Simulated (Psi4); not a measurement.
C5H12, triplet, at the geometry of the source list (a higher spin typed on purpose: for a closed-shell molecule this is an excited state); CCSD(T)/STO-3G in Psi4.

Psi4 was given this input:
```
memory 2 GB

molecule {
0 3
C    -0.34720000   -0.45630000    1.41800000
C     0.00000000   -0.00000000   -0.00000000
C     0.13620000    1.52320000   -0.02650000
C    -1.11060000   -0.42940000   -0.96000000
C     1.32160000   -0.63760000   -0.43150000
H    -1.28560000   -0.01290000    1.74410000
H    -0.44850000   -1.53870000    1.45810000
H     0.43180000   -0.16000000    2.11730000
H     0.38330000    1.86840000   -1.02820000
H    -0.79500000    1.99640000    0.27780000
H     0.92240000    1.84940000    0.65100000
H    -2.06060000    0.01440000   -0.66980000
H    -1.22350000   -1.51140000   -0.95580000
H    -0.88220000   -0.11370000   -1.97580000
H     1.24540000   -1.72280000   -0.41930000
H     2.12580000   -0.34400000    0.23980000
H     1.58670000   -0.32500000   -1.43930000
}

set {
  basis sto-3g
  reference uhf
  freeze_core true
  mp2_type conv
  scf_type pk
  puream true
  d_convergence 1e-8
}

energy('ccsd(t)')
print_variables()
```

The log (banner, timings and long lists left out):

```
   => Loading Basis Set <=

    Name: STO-3G
    Role: ORBITAL
    Keyword: BASIS

         ---------------------------------------------------------
                                   SCF
               by Justin Turney, Rob Parrish, Andy Simmonett
                          and Daniel G. A. Smith
                              UHF Reference
         ---------------------------------------------------------

  ==> Geometry <==

    Molecular point group: c1
    Full point group: C1

    Geometry (in Angstrom), charge = 0, multiplicity = 3:

       Center              X                  Y                   Z               Mass
    ------------   -----------------  -----------------  -----------------  -----------------
         C           -0.347200000000    -0.456284752975     1.418001397934    12.000000000000
         C           -0.000000000000     0.000015247025     0.000001397934    12.000000000000
         C            0.136200000000     1.523215247025    -0.026498602066    12.000000000000
         C           -1.110600000000    -0.429384752975    -0.959998602066    12.000000000000
         C            1.321600000000    -0.637584752975    -0.431498602066    12.000000000000
         H           -1.285600000000    -0.012884752975     1.744101397934     1.007825032230
         H           -0.448500000000    -1.538684752975     1.458101397934     1.007825032230
         H            0.431800000000    -0.159984752975     2.117301397934     1.007825032230
         H            0.383300000000     1.868415247025    -1.028198602066     1.007825032230
         H           -0.795000000000     1.996415247025     0.277801397934     1.007825032230
         H            0.922400000000     1.849415247025     0.651001397934     1.007825032230
         H           -2.060600000000     0.014415247025    -0.669798602066     1.007825032230
         H           -1.223500000000    -1.511384752975    -0.955798602066     1.007825032230
         H           -0.882200000000    -0.113684752975    -1.975798602066     1.007825032230
         H            1.245400000000    -1.722784752975    -0.419298602066     1.007825032230
         H            2.125800000000    -0.343984752975     0.239801397934     1.007825032230
         H            1.586700000000    -0.324984752975    -1.439298602066     1.007825032230

  Running in c1 symmetry.

  Rotational constants: A =      0.14956  B =      0.14956  C =      0.14956 [cm^-1]
  Rotational constants: A =   4483.79566  B =   4483.72265  C =   4483.64921 [MHz]
  Nuclear repulsion =  199.312179904741953

  Charge       = 0
  Multiplicity = 3
  Electrons    = 42
  Nalpha       = 22
  Nbeta        = 20

  ==> Algorithm <==

  SCF Algorithm Type is PK.
  DIIS enabled.
  MOM disabled.
  Fractional occupation disabled.
  Guess Type is SAD.
  Energy threshold   = 1.00e-08
  Density threshold  = 1.00e-08
  Integral threshold = 1.00e-12

  ==> Primary Basis <==

  Basis Set: STO-3G
    Blend: STO-3G
    Number of shells: 27
    Number of basis functions: 37
    Number of Cartesian functions: 37
    Spherical Harmonics?: true
    Max angular momentum: 1

  ==> Integral Setup <==

  Using in-core PK algorithm.
   Calculation information:
      Number of atoms:                  17
      Number of AO shells:              27
      Number of primitives:             81
      Number of atomic orbitals:        37
      Number of basis functions:        37

      Integral cutoff                 1.00e-12
      Number of threads:                 1

  Performing in-core PK
  Using 494912 doubles for integral storage.
  We computed 69368 shell quartets total.
  Whereas there are 71631 unique shell quartets.

  ==> DiskJK: Disk-Based J/K Matrices <==

    J tasked:                  Yes
    K tasked:                  Yes
    wK tasked:                  No
    Schwarz Cutoff:          1E-12

  Minimum eigenvalue in the overlap matrix is 1.9642897302E-01.
  Reciprocal condition number of the overlap matrix is 7.3142429421E-02.
    Using symmetric orthogonalization.

  ==> Pre-Iterations <==

  SCF Guess: Superposition of Atomic Densities via on-the-fly atomic UHF (no occupation information).

   -------------------------
    Irrep   Nso     Nmo
   -------------------------
     A         37      37
   -------------------------
    Total      37      37
   -------------------------

  ==> Iterations <==

                        Total Energy        Delta E     RMS |[F,P]|

   @UHF iter SAD:  -189.27235136828375   -1.89272e+02   0.00000e+00
   @UHF iter   1:  -193.34693561171287   -4.07458e+00   5.22048e-03 DIIS/ADIIS
   @UHF iter   2:  -193.39835437583002   -5.14188e-02   3.14620e-03 DIIS/ADIIS
   @UHF iter   3:  -193.41930642571657   -2.09520e-02   1.93795e-03 DIIS/ADIIS
   @UHF iter   4:  -193.44115343304645   -2.18470e-02   1.41405e-03 DIIS/ADIIS
   @UHF iter   5:  -193.45435147215994   -1.31980e-02   1.06076e-03 DIIS/ADIIS
   @UHF iter   6:  -193.46335358203581   -9.00211e-03   7.24461e-04 DIIS/ADIIS
   @UHF iter   7:  -193.46867546393185   -5.32188e-03   2.83424e-04 DIIS/ADIIS
   @UHF iter   8:  -193.46878438395871   -1.08920e-04   2.34590e-04 DIIS/ADIIS
   @UHF iter   9:  -193.46919522359681   -4.10840e-04   9.62945e-05 DIIS
   @UHF iter  10:  -193.46927216642348   -7.69428e-05   3.93752e-05 DIIS
   @UHF iter  11:  -193.46928375841617   -1.15920e-05   2.13265e-05 DIIS
   @UHF iter  12:  -193.46928641172238   -2.65331e-06   1.29303e-05 DIIS
   @UHF iter  13:  -193.46928714223583   -7.30513e-07   3.56064e-06 DIIS
   @UHF iter  14:  -193.46928722872687   -8.64910e-08   1.41945e-06 DIIS
   @UHF iter  15:  -193.46928724001245   -1.12856e-08   5.39220e-07 DIIS
   @UHF iter  16:  -193.46928724178784   -1.77539e-09   2.59890e-07 DIIS
   @UHF iter  17:  -193.46928724221743   -4.29594e-10   1.34471e-07 DIIS
   @UHF iter  18:  -193.46928724234601   -1.28580e-10   7.78388e-08 DIIS
   @UHF iter  19:  -193.46928724239837   -5.23528e-11   3.10265e-08 DIIS
[...]
  @UHF Final Energy:  -193.46928724240703
    Total Energy =                       -193.4692872424070629
[...]
    21        -0.367611305905688    4.914e-05    0.059320    0.000000    0.000000    0.000000
    22        -0.367608247365417    3.105e-05    0.059318    0.000000    0.000000    0.000000
    23        -0.367606257384906    1.957e-05    0.059317    0.000000    0.000000    0.000000
    24        -0.367606377322839    1.256e-05    0.059319    0.000000    0.000000    0.000000
    25        -0.367607664122186    7.529e-06    0.059321    0.000000    0.000000    0.000000
    26        -0.367608425507444    3.556e-06    0.059321    0.000000    0.000000    0.000000
    27        -0.367608495425002    2.076e-06    0.059321    0.000000    0.000000    0.000000
    28        -0.367608554517385    1.612e-06    0.059321    0.000000    0.000000    0.000000
    29        -0.367608613905574    1.254e-06    0.059321    0.000000    0.000000    0.000000
    30        -0.367608673045404    1.007e-06    0.059321    0.000000    0.000000    0.000000
    31        -0.367608696071617    7.184e-07    0.059321    0.000000    0.000000    0.000000
    32        -0.367608665897253    3.877e-07    0.059321    0.000000    0.000000    0.000000
    33        -0.367608662064402    2.117e-07    0.059321    0.000000    0.000000    0.000000
    34        -0.367608657599754    1.170e-07    0.059321    0.000000    0.000000    0.000000
    35        -0.367608656373473    7.581e-08    0.059321    0.000000    0.000000    0.000000

    Iterations converged.

    Largest TIA Amplitudes:
             16   2         0.2571867551
             16   5        -0.1466390849
             16   9        -0.0904032152
              4   2         0.0136171208
              0   2        -0.0097585507
              4   5        -0.0087080182
             15  13        -0.0086208625
             14  14        -0.0086179183
             12   2         0.0083689530
              5   5        -0.0078727854

    Largest Tia Amplitudes:
              7   0        -0.1158887800
             14  14         0.0136250349
             13  15         0.0136207444
             14   1        -0.0133602066
             13   2        -0.0133597650
              7  16         0.0114926560
              3   0         0.0102631030
              4   0        -0.0099527335
              4  12         0.0080152319
              6   1         0.0078611298

    Largest TIJAB Amplitudes:
     16  15   2   0        -0.0103972893
     16  14   2   1        -0.0103900497
     16  14  14  12         0.0099174136
     16  15  13  12         0.0099154164
     16   0  12   2        -0.0081934021
     16   7   5   0        -0.0070617693
     16   6   5   1        -0.0070598552
     16   6   4   2        -0.0068966073
     16   7   3   2        -0.0068942694
     16  14  14   5         0.0067810515

    Largest Tijab Amplitudes:
     14   7  14   0         0.0090150334
     13   7  15   0         0.0090137522
     14   7   1   0        -0.0088748096
     13   7   2   0        -0.0088747649
     14   3  14   0        -0.0088098603
     13   3  15   0        -0.0088082577
      4   3  12   0        -0.0073511281
     14   4   1   0        -0.0068432171
     13   4   2   0        -0.0068379362
     14  13  15  14         0.0062360996

    Largest TIjAb Amplitudes:
     16  14   0   0        -0.4673495965
     16  13   1   0        -0.4671905294
     16   4   2   0        -0.2295478019
     16  12   6   0        -0.2055196048
     16  11   7   0        -0.2054074430
     16   9   3   0        -0.1969073145
     16   8   4   0        -0.1968467081
     16  10   8   0         0.1674933001
     16   7   2   0        -0.1521883906
     16  14  13   0         0.1479134425

    SCF energy       (wfn)                    = -193.469287242407034
    Reference energy (file100)                = -193.469287242407631

    Opposite-spin MP2 correlation energy      =   -0.220328504858373
    Same-spin MP2 correlation energy          =   -0.027133231519809
    Singles MP2 correlation energy            =   -0.000000000000000
    MP2 correlation energy                    =   -0.247461736378182
      * MP2 total energy                      = -193.716748978785802

    Opposite-spin CCSD correlation energy     =   -0.343210878785802
    Same-spin CCSD correlation energy         =   -0.024397777587671
    Singles CCSD correlation energy           =    0.000000000000000
    CCSD correlation energy                   =   -0.367608656373473
      * CCSD total energy                     = -193.836895898781108

            **************************
            *                        *
            *        CCTRIPLES       *
            *                        *
            **************************

    Wave function   =    CCSD_T
    Reference wfn   =      UHF

    Nuclear Rep. energy (wfn)                =  199.312179904741953
    SCF energy          (wfn)                = -193.469287242407034
    Reference energy    (file100)            = -193.469287242407631
    CCSD energy         (file100)            =   -0.367608656373473
    Total CCSD energy   (file100)            = -193.836895898781108

    Number of ijk index combinations:
    Spin Case AAA:                                 680
    Spin Case BBB:                                 455
    Spin Case AAB:                                2040
    Spin Case ABB:                                1785
    AAA (T) energy                             =   -0.000039826062151
    BBB (T) energy                             =   -0.000039337860937
    AAB (T) energy                             =   -0.012574524552595
    ABB (T) energy                             =   -0.013742269272373
    (T) energy                                   =   -0.026395957748056
      * CCSD(T) total energy                     = -193.863291856529173

  Variable Map:
  ----------------------------------------------------------------------------
[...]
  Array Variable Map:
  ----------------------------------------------------------------------------
[...]
[...]
```
